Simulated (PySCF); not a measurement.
# Excitation energies in several basis sets

Compound: C3H7NSSi.
SMILES with atom numbers: `[CH3:1][N:2]1[SiH2:3][CH2:4][C:5]1=[S:6]` (hydrogens: H7, H8, H9 on C1; H10, H11 on Si3; H12, H13 on C4)

TDDFT with PBE0 (PySCF), vertical singlets, core orbitals frozen in the response, spherical d and f functions. Geometry: PBE0-D3(BJ)/def2-SVP; no solvent, vibrations or thermal averaging.

```csv
basis,functions,diffuse,S1 (eV),S2 (eV),S3 (eV),S4 (eV),S5 (eV),LUMO (eV),α (au)
6-31G*,106,no,3.64,4.76,5.15,5.65,6.30,-0.59,77.6
def2-SVP,127,no,3.59,4.83,5.28,5.75,6.25,-0.59,78.9
6-31+G*,130,yes,3.60,4.58,4.97,5.23,5.44,-0.82,88.2
def2-SVPD,187,yes,3.56,4.70,5.14,5.44,5.51,-0.90,94.7
aug-cc-pVDZ,209,yes,3.59,4.58,4.98,5.08,5.37,-0.84,96.2
def2-TZVP,240,no,3.55,4.63,5.05,5.49,5.83,-0.80,89.4
def2-TZVPD,300,yes,3.53,4.57,4.98,5.26,5.36,-0.88,96.2
```

Question: Compare the sets with the largest diffuse one.

Answer: States are compared by their number. Against the largest diffuse basis here (def2-TZVPD, itself not a converged limit), sets without diffuse functions differ by up to 0.10 eV in S1 and 0.95 eV in S5; the smaller diffuse sets differ by up to 0.07 and 0.15 eV. State by state, the largest deviation of a set without diffuse functions is S1 0.10, S2 0.26, S3 0.29, S4 0.49, S5 0.95 eV. The same number needn't mean the same state in each row. Against def2-TZVPD the polarisability deviates by -19% in 6-31G*, -18% in def2-SVP, -8% in 6-31+G*, -2% in def2-SVPD, 0% in aug-cc-pVDZ, -7% in def2-TZVP. A single + in a Pople set puts diffuse functions on heavy atoms only.
